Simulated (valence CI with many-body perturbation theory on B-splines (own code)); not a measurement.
**Level structure of As XIX**

Method: valence CI with perturbative core correlation (CI+MBPT): five valence electrons over a frozen Dirac-Fock core [Ne], radial functions for each j: 11 s, 11 p, 10 d, 8 f, 5 g, 2 h, with the one-electron correlation potential Σ1 (screened to all orders), the two-electron term Σ2, the three-electron term Σ3, Breit, model QED; selected single and double excitations, second order for the rest, scaled by the run's own slope (own B-spline code, finite nucleus).

No measured spectrum was set against this ion. As an estimate, levels of excited configurations hold to 0.05 to 0.15 % of their energy, terms of the ground configuration to about 0.5 %. Among the levels kept, up to 3300 cm⁻¹ of a level comes from second order outside the variational space, and about a tenth of that is noise between levels of different J, which matters for small intervals.

Levels 1 to 45 of 171, with energies above the lowest level, 3s2 3p3 4S°_3/2. "Leading %" is the weight of the configuration and term that name the level; weights of strongly mixed levels are sums over their largest components and can fall short. Lifetimes count E1, E2, E3, M1 and M2 decay at the calculated energies, and are blank where another channel may lead or the interval is too uncertain; long ones can be off by a factor of two.

| No. | Configuration | Term | J | E (cm⁻¹) | Leading % | Lifetime | Second component | g |
| --- | --- | --- | --- | --- | --- | --- | --- | --- |
| 1 | 3s2 3p3 | 4S° | 3/2 | 0 | 80 |  | 14 % 3s2 3p3 2P° | 1.855 |
| 2 | 3s2 3p3 | 2D° | 3/2 | 60332 | 70 | 473 μs | 15 % 3s2 3p3 2P° | 1.032 |
| 3 | 3s2 3p3 | 2D° | 5/2 | 80606 | 97 | 3.25 ms |  | 1.199 |
| 4 | 3s2 3p3 | 2P° | 1/2 | 121240 | 96 | 195 μs |  | 0.663 |
| 5 | 3s2 3p3 | 2P° | 3/2 | 157970 | 68 | 80.1 μs | 23 % 3s2 3p3 2D° | 1.244 |
| 6 | 3s 3p4 | 4P | 5/2 | 432240 | 84 | 288 ps | 8 % 3s2 3p2 3d 4P | 1.577 |
| 7 | 3s 3p4 | 4P | 3/2 | 466340 | 84 | 227 ps | 10 % 3s2 3p2 3d 4P | 1.695 |
| 8 | 3s 3p4 | 4P | 1/2 | 476510 | 82 | 202 ps | 10 % 3s2 3p2 3d 4P | 2.619 |
| 9 | 3s 3p4 | 2D | 3/2 | 537000 | 65 | 118 ps | 15 % 3s2 3p2 3d 2D | 0.883 |
| 10 | 3s 3p4 | 2D | 5/2 | 550360 | 72 | 150 ps | 19 % 3s2 3p2 3d 2D | 1.220 |
| 11 | 3s2 3p2 3d | 2P | 3/2 | 607590 | 48 | 72.0 ps | 34 % 3s 3p4 2P | 1.258 |
| 12 | 3s 3p4 | 2S | 1/2 | 614470 | 33 | 46.4 ps | 28 % 3s 3p4 2P | 1.259 |
| 13 | 3s2 3p2 3d | 4F | 3/2 | 631750 | 82 | 308 ps | 6 % 3s2 3p2 3d 4D | 0.509 |
| 14 | 3s2 3p2 3d | 4F | 5/2 | 645550 | 74 | 609 ps | 17 % 3s2 3p2 3d 4D | 1.096 |
| 15 | 3s 3p4 | 2S | 1/2 | 663360 | 35 | 101 ps | 24 % 3s2 3p2 3d 4D | 1.143 |
| 16 | 3s2 3p2 3d | 2F | 5/2 | 666350 | 72 | 1.39 ns | 13 % 3s2 3p2 3d 4D | 0.950 |
| 17 | 3s2 3p2 3d | 4F | 7/2 | 668840 | 86 | 7.59 ns | 9 % 3s2 3p2 3d 4D | 1.246 |
| 18 | 3s2 3p2 3d | 2F | 7/2 | 681750 | 52 | 8.06 ns | 40 % 3s2 3p2 3d 4D | 1.250 |
| 19 | 3s2 3p2 3d | 4D | 3/2 | 685380 | 82 | 153 ps | 9 % 3s2 3p2 3d 4F | 1.135 |
| 20 | 3s2 3p2 3d | 4D | 1/2 | 687280 | 69 | 105 ps | 12 % 3s 3p4 2P | 0.316 |
| 21 | 3s2 3p2 3d | 4F | 9/2 | 690360 | 86 |  | 12 % 3s2 3p2 3d 2G | 1.304 |
| 22 | 3s2 3p2 3d | 4D | 5/2 | 700940 | 59 | 207 ps | 23 % 3s2 3p2 3d 2F | 1.218 |
| 23 | 3s2 3p2 3d | 4D | 7/2 | 734290 | 45 | 2.36 ns | 31 % 3s2 3p2 3d 2F | 1.253 |
| 24 | 3s 3p4 | 2P | 3/2 | 758410 | 42 | 8.50 ps | 38 % 3s2 3p2 3d 2P | 1.253 |
| 25 | 3s2 3p2 3d | 2G | 7/2 | 760130 | 77 | 409 ps | 15 % 3s2 3p2 3d 2F | 0.950 |
| 26 | 3s2 3p2 3d | 4P | 5/2 | 770800 | 75 | 7.62 ps | 7 % 3s 3p4 4P | 1.542 |
| 27 | 3s2 3p2 3d | 2G | 9/2 | 775310 | 85 | 223 μs | 12 % 3s2 3p2 3d 4F | 1.138 |
| 28 | 3s2 3p2 3d | 4P | 3/2 | 780890 | 62 | 8.02 ps | 12 % 3s2 3p2 3d 2P | 1.543 |
| 29 | 3s2 3p2 3d | 4P | 1/2 | 785720 | 60 | 7.41 ps | 14 % 3s2 3p2 3d 2P | 2.189 |
| 30 | 3s2 3p2 3d | 2D | 3/2 | 799740 | 66 | 25.1 ps | 14 % 3s2 3p2 3d 4P | 0.990 |
| 31 | 3s2 3p2 3d | 2P | 1/2 | 806670 | 40 | 7.57 ps | 33 % 3s 3p4 2P | 1.083 |
| 32 | 3s2 3p2 3d | 2D | 5/2 | 827280 | 77 | 9.24 ps | 11 % 3s 3p4 2D | 1.204 |
| 33 | 3s2 3p2 3d | 2D | 3/2 | 843830 | 69 | 7.53 ps | 15 % 3s 3p4 2D | 0.886 |
| 34 | 3s2 3p2 3d | 2D | 5/2 | 852100 | 67 | 17.6 ps | 24 % 3s2 3p2 3d 2F | 1.120 |
| 35 | 3s2 3p2 3d | 2P | 1/2 | 855550 | 77 | 9.66 ps | 12 % 3s2 3p2 3d 2S | 0.871 |
| 36 | 3s2 3p2 3d | 2D | 5/2 | 861600 | 49 | 7.95 ps | 42 % 3s2 3p2 3d 2F | 1.065 |
| 37 | 3s2 3p2 3d | 2F | 7/2 | 881120 | 94 | 6.31 ps |  | 1.137 |
| 38 | 3s2 3p2 3d | 2P | 3/2 | 887860 | 76 | 8.88 ps | 7 % 3s2 3p2 3d 2D | 1.276 |
| 39 | 3s2 3p2 3d | 2S | 1/2 | 892980 | 59 | 8.30 ps | 14 % 3s 3p4 2S | 1.847 |
| 40 | 3s2 3p2 3d | 2D | 3/2 | 926400 | 92 | 7.44 ps |  | 0.822 |
| 41 | 3s2 3p2 3d | 2D | 5/2 | 928420 | 65 | 7.01 ps | 28 % 3s2 3p2 3d 2F | 1.110 |
| 42 | 3s 3p3 3d | 6D° | 1/2 | 978340 | 96 | 2.89 ns |  | 3.297 |
| 43 | 3s 3p3 3d | 6D° | 3/2 | 979330 | 95 | 2.29 ns |  | 1.843 |
| 44 | 3s 3p3 3d | 6D° | 5/2 | 980750 | 94 | 3.03 ns |  | 1.636 |
| 45 | 3s 3p3 3d | 6D° | 7/2 | 982860 | 92 | 5.52 ns |  | 1.568 |

Names give the largest LS component (configuration and term), which can be under half, so a name can repeat, a term be missing and a line seem to break the LS rules; names also repeat where a configuration has a term twice.

The ionisation energy to 3s2 3p2 3P_0 of the next ion comes out as 721.97 eV (NIST: 728.9 ± 2.2 eV (semi-empirical), further off than twice its uncertainty). All 171 levels together are meant to be complete up to 1645500 cm⁻¹.
